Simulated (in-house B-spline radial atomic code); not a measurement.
A fraction x of an electron is removed from 4f in Tm³⁺, starting from [Xe] 4f12 and keeping the highest spin. Method: scalar-relativistic (X2C) BP86, spin-polarised, spherical fractional occupations, Fermi nucleus of rms radius 5.2256 fm. Calculated with a radial B-spline atomic code at the basis-set limit.

| x | E(x) - E(0) (eV) | 4f down level (eV) |
| --- | --- | --- |
| 0 | 0.0000 | -34.988 |
| 0.04 | 1.4149 | -35.758 |
| 0.15 | 5.4656 | -37.897 |
| 0.28 | 10.5586 | -40.464 |
| 0.43 | 16.8536 | -43.478 |
| 0.5 | 19.9469 | -44.904 |
| 0.52 | 20.8491 | -45.313 |
| 0.74 | 31.3181 | -49.879 |
| 0.79 | 33.8383 | -50.932 |
